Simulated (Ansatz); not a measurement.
Relaxation of `Sc1ccc(-c2ccc(-c3ccc(-c4ccc(S)o4)o3)o2)o1` with RKS PBE-D4/def2-SVP.

```sh
$ ansatz run in.yaml --threads 2 --pin off --events-out ev --progress --plain --max-ram 31744MiB --backend cuda --devices 0, --max-vram 18GiB
```

```yaml
crystal:
  periodic: [false, false, false]
  atoms:
    - {symbol: S, position_ang: [7.888420, 0.105700, 0.004800]}
    - {symbol: C, position_ang: [6.263300, 0.725180, 0.168780]}
    - {symbol: C, position_ang: [5.809660, 1.973220, 0.492290]}
    - {symbol: C, position_ang: [4.402280, 1.882360, 0.473760]}
    - {symbol: C, position_ang: [4.095160, 0.585330, 0.140820]}
    - {symbol: C, position_ang: [2.840750, -0.079410, -0.028220]}
    - {symbol: C, position_ang: [2.553730, -1.384330, -0.363210]}
    - {symbol: C, position_ang: [1.154210, -1.486950, -0.386590]}
    - {symbol: C, position_ang: [0.669790, -0.238160, -0.064580]}
    - {symbol: C, position_ang: [-0.671060, 0.239300, 0.060740]}
    - {symbol: C, position_ang: [-1.154680, 1.487680, 0.385190]}
    - {symbol: C, position_ang: [-2.554280, 1.386000, 0.363300]}
    - {symbol: C, position_ang: [-2.842000, 0.081700, 0.026460]}
    - {symbol: C, position_ang: [-4.095830, -0.584250, -0.140750]}
    - {symbol: C, position_ang: [-4.400820, -1.880540, -0.478460]}
    - {symbol: C, position_ang: [-5.808120, -1.974060, -0.496060]}
    - {symbol: C, position_ang: [-6.263380, -0.727910, -0.167080]}
    - {symbol: S, position_ang: [-7.888770, -0.111550, 0.006490]}
    - {symbol: O, position_ang: [-5.242860, 0.124320, 0.050170]}
    - {symbol: O, position_ang: [-1.697630, -0.617110, -0.157140]}
    - {symbol: O, position_ang: [1.695880, 0.619040, 0.153410]}
    - {symbol: O, position_ang: [5.241380, -0.125990, -0.046490]}
    - {symbol: H, position_ang: [7.486510, -1.125660, -0.299500]}
    - {symbol: H, position_ang: [6.408620, 2.831500, 0.713210]}
    - {symbol: H, position_ang: [3.700930, 2.664150, 0.677180]}
    - {symbol: H, position_ang: [3.270650, -2.153300, -0.563460]}
    - {symbol: H, position_ang: [0.565350, -2.353000, -0.606780]}
    - {symbol: H, position_ang: [-0.564090, 2.352170, 0.606510]}
    - {symbol: H, position_ang: [-3.269890, 2.155750, 0.565580]}
    - {symbol: H, position_ang: [-3.697150, -2.659020, -0.686190]}
    - {symbol: H, position_ang: [-6.407050, -2.832400, -0.717410]}
    - {symbol: H, position_ang: [-7.489000, 1.120240, 0.313230]}
basis:
  gaussian: {orbitals: def2-SVP}
hamiltonian: {xc: pbe, dispersion: d4}
scf: {lower_state_search: "off"}
output: {orbitals: {seedname: orbitals}}
relax: {f_tol: 0.03, max_steps: 70}
```

Hardware: 2 threads of AMD EPYC 7R13 on a shared host and a share (18 GiB) of an NVIDIA H100 80GB HBM3. Wall time 39 s.

Positions (Å) and forces (eV/Å) at steps 1, 2, 3, 4, 5, 6, 7, 8 of 17:

```xyz
32
step=1 energy=-46549.5961 eV
S     7.888    0.106    0.005    0.555    0.641    0.153
C     6.263    0.725    0.169    0.829   -0.271   -0.063
C     5.810    1.973    0.492   -0.012    0.000    0.001
C     4.402    1.882    0.474    0.010   -0.080   -0.021
C     4.095    0.585    0.141   -0.909    0.222    0.054
C     2.841   -0.079   -0.028    0.879   -0.198   -0.051
C     2.554   -1.384   -0.363   -0.007    0.067    0.016
C     1.154   -1.487   -0.387    0.017    0.077    0.022
C     0.670   -0.238   -0.065   -0.880   -0.349   -0.092
C    -0.671    0.239    0.061    0.881    0.347    0.095
C    -1.155    1.488    0.385   -0.011   -0.075   -0.023
C    -2.554    1.386    0.363    0.010   -0.064   -0.018
C    -2.842    0.082    0.026   -0.879    0.192    0.061
C    -4.096   -0.584   -0.141    0.908   -0.221   -0.067
C    -4.401   -1.881   -0.478   -0.013    0.079    0.022
C    -5.808   -1.974   -0.496    0.007    0.005    0.004
C    -6.263   -0.728   -0.167   -0.834    0.276    0.071
S    -7.889   -0.112    0.006   -0.559   -0.641   -0.155
O    -5.243    0.124    0.050    0.172    0.673    0.181
O    -1.698   -0.617   -0.157    0.054   -0.789   -0.210
O     1.696    0.619    0.153   -0.054    0.790    0.206
O     5.241   -0.126   -0.046   -0.171   -0.671   -0.177
H     7.487   -1.126   -0.299   -0.224   -0.768   -0.189
H     6.409    2.832    0.713    0.529    0.747    0.189
H     3.701    2.664    0.677   -0.645    0.652    0.171
H     3.271   -2.153   -0.563    0.629   -0.638   -0.163
H     0.565   -2.353   -0.607   -0.535   -0.716   -0.185
H    -0.564    2.352    0.607    0.534    0.721    0.186
H    -3.270    2.156    0.566   -0.630    0.633    0.164
H    -3.697   -2.659   -0.686    0.644   -0.655   -0.175
H    -6.407   -2.832   -0.717   -0.521   -0.745   -0.193
H    -7.489    1.120    0.313    0.225    0.757    0.187
32
step=2 energy=-46549.8354 eV
S     7.919    0.107    0.004    0.225    0.257    0.060
C     6.289    0.730    0.171    0.275   -0.020   -0.007
C     5.829    1.988    0.496    0.016    0.017    0.008
C     4.408    1.897    0.477   -0.006    0.017    0.002
C     4.099    0.592    0.142   -0.442    0.236    0.057
C     2.854   -0.096   -0.033    0.448   -0.227   -0.054
C     2.564   -1.409   -0.370    0.011    0.007   -0.002
C     1.151   -1.510   -0.393   -0.003    0.006    0.004
C     0.666   -0.252   -0.068   -0.433   -0.293   -0.077
C    -0.667    0.253    0.065    0.432    0.295    0.074
C    -1.151    1.511    0.392    0.006   -0.007   -0.003
C    -2.564    1.410    0.370   -0.008   -0.005    0.001
C    -2.855    0.097    0.032   -0.448    0.225    0.056
C    -4.100   -0.591   -0.142    0.442   -0.236   -0.062
C    -4.407   -1.895   -0.482    0.007   -0.016   -0.003
C    -5.828   -1.988   -0.499   -0.020   -0.013   -0.006
C    -6.289   -0.732   -0.168   -0.277    0.020    0.009
S    -7.920   -0.113    0.005   -0.224   -0.256   -0.060
O    -5.256    0.120    0.050    0.031    0.339    0.086
O    -1.703   -0.604   -0.154    0.018   -0.394   -0.098
O     1.702    0.606    0.151   -0.018    0.393    0.101
O     5.254   -0.121   -0.046   -0.032   -0.338   -0.085
H     7.516   -1.143   -0.304   -0.101   -0.295   -0.071
H     6.438    2.861    0.720    0.127    0.185    0.048
H     3.692    2.690    0.684   -0.161    0.150    0.039
H     3.293   -2.191   -0.572    0.154   -0.152   -0.040
H     0.548   -2.387   -0.618   -0.137   -0.167   -0.043
H    -0.547    2.387    0.617    0.134    0.170    0.044
H    -3.293    2.192    0.575   -0.155    0.150    0.040
H    -3.689   -2.685   -0.692    0.159   -0.153   -0.041
H    -6.436   -2.861   -0.725   -0.124   -0.186   -0.049
H    -7.518    1.137    0.314    0.100    0.292    0.070
32
step=3 energy=-46549.8712 eV
S     7.934    0.112    0.003    0.007   -0.003   -0.003
C     6.299    0.734    0.171   -0.015    0.042    0.022
C     5.834    1.994    0.499    0.000   -0.021   -0.013
C     4.407    1.904    0.478    0.020   -0.018    0.001
C     4.097    0.596    0.142   -0.082    0.104    0.026
C     2.863   -0.109   -0.036    0.077   -0.101   -0.033
C     2.567   -1.424   -0.375   -0.020    0.026    0.012
C     1.148   -1.524   -0.396    0.018    0.029    0.002
C     0.662   -0.263   -0.071   -0.067   -0.107   -0.025
C    -0.662    0.264    0.069    0.067    0.107    0.031
C    -1.148    1.525    0.396   -0.016   -0.031   -0.006
C    -2.568    1.425    0.376    0.020   -0.025   -0.012
C    -2.863    0.110    0.036   -0.077    0.100    0.035
C    -4.098   -0.595   -0.142    0.083   -0.104   -0.029
C    -4.406   -1.903   -0.483   -0.019    0.019    0.003
C    -5.833   -1.995   -0.501   -0.003    0.023    0.011
C    -6.299   -0.736   -0.168    0.016   -0.041   -0.022
S    -7.934   -0.116    0.005   -0.007    0.003    0.004
O    -5.259    0.119    0.050   -0.037    0.054    0.022
O    -1.706   -0.597   -0.150    0.000   -0.069   -0.025
O     1.705    0.598    0.148    0.000    0.071    0.021
O     5.259   -0.120   -0.046    0.037   -0.054   -0.021
H     7.524   -1.150   -0.303   -0.002   -0.005    0.001
H     6.446    2.874    0.725   -0.006   -0.001   -0.001
H     3.685    2.700    0.685    0.001   -0.006   -0.002
H     3.300   -2.211   -0.580   -0.006    0.001    0.000
H     0.538   -2.404   -0.621    0.002    0.003    0.001
H    -0.538    2.405    0.622   -0.003   -0.003   -0.001
H    -3.300    2.212    0.582    0.005   -0.001   -0.001
H    -3.683   -2.696   -0.694   -0.002    0.005    0.001
H    -6.444   -2.874   -0.729    0.007    0.000    0.001
H    -7.526    1.146    0.310    0.002    0.005   -0.001
32
step=4 energy=-46549.8721 eV
S     7.933    0.112    0.003   -0.001   -0.008   -0.004
C     6.298    0.734    0.172   -0.015    0.014   -0.010
C     5.833    1.995    0.497    0.006   -0.007    0.011
C     4.406    1.904    0.479    0.006   -0.005   -0.011
C     4.096    0.597    0.141   -0.018    0.028    0.009
C     2.863   -0.111   -0.038    0.012   -0.033    0.001
C     2.567   -1.426   -0.376   -0.002    0.012   -0.006
C     1.147   -1.525   -0.398    0.001    0.007    0.009
C     0.661   -0.265   -0.071   -0.007   -0.027   -0.010
C    -0.661    0.266    0.070    0.007    0.028    0.005
C    -1.147    1.525    0.398   -0.001   -0.009   -0.006
C    -2.567    1.427    0.376    0.002   -0.010    0.004
C    -2.864    0.112    0.038   -0.012    0.032   -0.003
C    -4.096   -0.596   -0.142    0.019   -0.030   -0.005
C    -4.405   -1.903   -0.482   -0.005    0.007    0.009
C    -5.832   -1.995   -0.500   -0.008    0.007   -0.009
C    -6.298   -0.736   -0.169    0.016   -0.013    0.009
S    -7.933   -0.117    0.005    0.002    0.008    0.005
O    -5.259    0.119    0.052   -0.014    0.007   -0.006
O    -1.706   -0.595   -0.151   -0.001   -0.011    0.005
O     1.705    0.597    0.148    0.001    0.010    0.000
O     5.258   -0.121   -0.048    0.014   -0.007    0.005
H     7.523   -1.150   -0.300    0.001    0.007    0.004
H     6.443    2.875    0.723   -0.007   -0.005    0.001
H     3.683    2.699    0.686    0.004   -0.006   -0.002
H     3.298   -2.214   -0.580   -0.007    0.003    0.000
H     0.537   -2.405   -0.624    0.005    0.005    0.002
H    -0.537    2.406    0.624   -0.006   -0.005   -0.001
H    -3.299    2.214    0.582    0.007   -0.004    0.000
H    -3.682   -2.697   -0.694   -0.005    0.006    0.002
H    -6.442   -2.875   -0.728    0.007    0.005   -0.001
H    -7.525    1.147    0.306   -0.001   -0.007   -0.005
32
step=5 energy=-46549.8722 eV
S     7.933    0.116   -0.008    0.017    0.044    0.003
C     6.298    0.735    0.169   -0.016    0.010   -0.011
C     5.833    1.994    0.498    0.005   -0.007    0.011
C     4.406    1.903    0.478    0.005   -0.004   -0.009
C     4.096    0.597    0.138   -0.018    0.027    0.007
C     2.863   -0.111   -0.040    0.012   -0.029    0.000
C     2.566   -1.426   -0.377   -0.004    0.010   -0.005
C     1.147   -1.525   -0.399    0.003    0.006    0.010
C     0.661   -0.265   -0.071   -0.008   -0.025   -0.010
C    -0.661    0.266    0.070    0.008    0.027    0.005
C    -1.147    1.525    0.399   -0.003   -0.007   -0.006
C    -2.567    1.427    0.378    0.004   -0.008    0.004
C    -2.863    0.112    0.040   -0.012    0.028   -0.001
C    -4.096   -0.597   -0.138    0.020   -0.028   -0.003
C    -4.405   -1.902   -0.482   -0.004    0.006    0.006
C    -5.832   -1.994   -0.501   -0.006    0.007   -0.010
C    -6.298   -0.736   -0.166    0.017   -0.009    0.011
S    -7.934   -0.120    0.017   -0.024   -0.065   -0.006
O    -5.259    0.118    0.059   -0.023    0.004   -0.009
O    -1.706   -0.596   -0.149    0.000   -0.010    0.005
O     1.706    0.597    0.148    0.000    0.009   -0.001
O     5.258   -0.120   -0.054    0.020   -0.005    0.006
H     7.528   -1.152   -0.283   -0.019   -0.043   -0.003
H     6.443    2.874    0.727   -0.005   -0.005    0.001
H     3.683    2.698    0.689    0.003   -0.006   -0.001
H     3.298   -2.214   -0.582   -0.006    0.003   -0.001
H     0.537   -2.405   -0.624    0.004    0.005    0.001
H    -0.537    2.406    0.624   -0.004   -0.005    0.000
H    -3.298    2.214    0.585    0.006   -0.004    0.001
H    -3.682   -2.696   -0.697   -0.004    0.007    0.001
H    -6.442   -2.873   -0.733    0.006    0.005    0.000
H    -7.531    1.149    0.286    0.027    0.064    0.006
32
step=6 energy=-46549.8826 eV
S     7.937    0.148   -0.110   -0.163   -0.248   -0.031
C     6.299    0.738    0.138    0.057   -0.005    0.000
C     5.833    1.989    0.501   -0.016   -0.012   -0.006
C     4.407    1.900    0.474   -0.015    0.018    0.019
C     4.096    0.600    0.111    0.041   -0.032   -0.022
C     2.864   -0.112   -0.057   -0.022    0.038   -0.010
C     2.565   -1.426   -0.393   -0.013   -0.017    0.003
C     1.145   -1.525   -0.403    0.016   -0.010    0.006
C     0.661   -0.266   -0.073    0.018    0.027   -0.003
C    -0.659    0.266    0.074   -0.020   -0.029    0.002
C    -1.144    1.525    0.405   -0.017    0.012   -0.005
C    -2.564    1.425    0.397    0.015    0.015   -0.004
C    -2.862    0.111    0.060    0.018   -0.042    0.014
C    -4.094   -0.601   -0.106   -0.039    0.034    0.024
C    -4.407   -1.899   -0.478    0.020   -0.021   -0.025
C    -5.833   -1.985   -0.506    0.018    0.016   -0.001
C    -6.297   -0.737   -0.134   -0.076   -0.002    0.012
S    -7.937   -0.155    0.129    0.188    0.266    0.024
O    -5.255    0.109    0.120   -0.033   -0.072   -0.032
O    -1.705   -0.597   -0.137    0.006    0.034    0.008
O     1.707    0.596    0.139   -0.003   -0.032   -0.009
O     5.258   -0.111   -0.108    0.018    0.056    0.020
H     7.566   -1.174   -0.118    0.087    0.246    0.035
H     6.442    2.861    0.760    0.000   -0.021   -0.006
H     3.685    2.690    0.707    0.004   -0.017    0.001
H     3.293   -2.216   -0.603    0.004    0.008   -0.004
H     0.535   -2.408   -0.619   -0.003    0.006   -0.007
H    -0.535    2.408    0.622    0.004   -0.007    0.006
H    -3.293    2.214    0.607   -0.003   -0.006    0.005
H    -3.687   -2.688   -0.720   -0.003    0.027    0.003
H    -6.443   -2.854   -0.776    0.002    0.030    0.013
H    -7.580    1.171    0.097   -0.090   -0.258   -0.031
32
step=7 energy=-46549.9050 eV
S     7.934    0.164   -0.207   -0.242   -0.055    0.026
C     6.299    0.729    0.112    0.140    0.161   -0.061
C     5.837    1.973    0.500   -0.030   -0.025   -0.013
C     4.410    1.891    0.470   -0.005    0.022    0.022
C     4.097    0.598    0.083    0.003   -0.009   -0.014
C     2.863   -0.111   -0.080   -0.016    0.003    0.004
C     2.561   -1.426   -0.414    0.006    0.002   -0.008
C     1.142   -1.526   -0.412   -0.005   -0.004   -0.006
C     0.660   -0.266   -0.078    0.012    0.008    0.008
C    -0.659    0.265    0.080   -0.011   -0.009   -0.008
C    -1.141    1.525    0.415    0.005    0.004    0.006
C    -2.560    1.425    0.418   -0.005   -0.002    0.007
C    -2.862    0.111    0.083    0.015   -0.001   -0.004
C    -4.096   -0.598   -0.082   -0.010    0.011    0.013
C    -4.409   -1.889   -0.476    0.006   -0.021   -0.019
C    -5.836   -1.971   -0.506    0.024    0.022    0.010
C    -6.299   -0.729   -0.112   -0.130   -0.142    0.056
S    -7.934   -0.168    0.211    0.236    0.083   -0.025
O    -5.253    0.108    0.160   -0.016    0.018   -0.017
O    -1.707   -0.596   -0.125    0.002    0.008    0.008
O     1.708    0.596    0.127   -0.004   -0.007   -0.008
O     5.254   -0.109   -0.156    0.016   -0.013    0.020
H     7.617   -1.132    0.071    0.134   -0.059    0.018
H     6.453    2.836    0.775   -0.016   -0.027    0.007
H     3.689    2.674    0.725    0.005   -0.007    0.002
H     3.290   -2.214   -0.631   -0.002    0.006   -0.003
H     0.529   -2.407   -0.627    0.005    0.004   -0.001
H    -0.528    2.405    0.631   -0.005   -0.003    0.002
H    -3.288    2.213    0.636    0.000   -0.009    0.002
H    -3.688   -2.671   -0.735   -0.005    0.006   -0.001
H    -6.453   -2.832   -0.785    0.016    0.024   -0.008
H    -7.630    1.132   -0.071   -0.124    0.013   -0.015
32
step=8 energy=-46549.9316 eV
S     7.926    0.149   -0.259   -0.142   -0.047    0.028
C     6.302    0.723    0.079   -0.007    0.094   -0.065
C     5.839    1.962    0.486    0.069    0.004    0.021
C     4.413    1.887    0.473    0.022   -0.054   -0.045
C     4.098    0.600    0.065   -0.034    0.001   -0.001
C     2.861   -0.106   -0.099    0.038    0.002    0.006
C     2.561   -1.418   -0.442   -0.007    0.015    0.003
C     1.142   -1.521   -0.431   -0.008    0.014   -0.004
C     0.660   -0.264   -0.085   -0.003    0.001    0.003
C    -0.660    0.264    0.085    0.001   -0.002   -0.003
C    -1.141    1.521    0.434    0.007   -0.015    0.003
C    -2.560    1.418    0.445    0.007   -0.012   -0.001
C    -2.860    0.107    0.100   -0.032   -0.004   -0.009
C    -4.098   -0.599   -0.065    0.042   -0.002    0.001
C    -4.413   -1.885   -0.477   -0.016    0.049    0.044
C    -5.839   -1.960   -0.488   -0.059    0.011   -0.015
C    -6.302   -0.723   -0.076   -0.001   -0.099    0.066
S    -7.924   -0.152    0.267    0.124    0.030   -0.019
O    -5.247    0.104    0.202    0.016    0.058   -0.027
O    -1.706   -0.598   -0.120    0.004    0.021    0.007
O     1.706    0.599    0.120   -0.004   -0.022   -0.007
O     5.248   -0.104   -0.197   -0.016   -0.067    0.023
H     7.702   -1.105    0.236    0.090    0.025    0.005
H     6.463    2.815    0.767    0.013    0.029    0.039
H     3.697    2.666    0.750   -0.001    0.005   -0.004
H     3.291   -2.202   -0.667   -0.009    0.009   -0.005
H     0.529   -2.401   -0.648   -0.003   -0.003   -0.004
H    -0.528    2.400    0.652    0.002    0.004    0.004
H    -3.290    2.203    0.670    0.007   -0.010    0.006
H    -3.696   -2.662   -0.758    0.002   -0.008    0.005
H    -6.463   -2.813   -0.769   -0.012   -0.031   -0.042
H    -7.711    1.094   -0.250   -0.091    0.003   -0.012
```
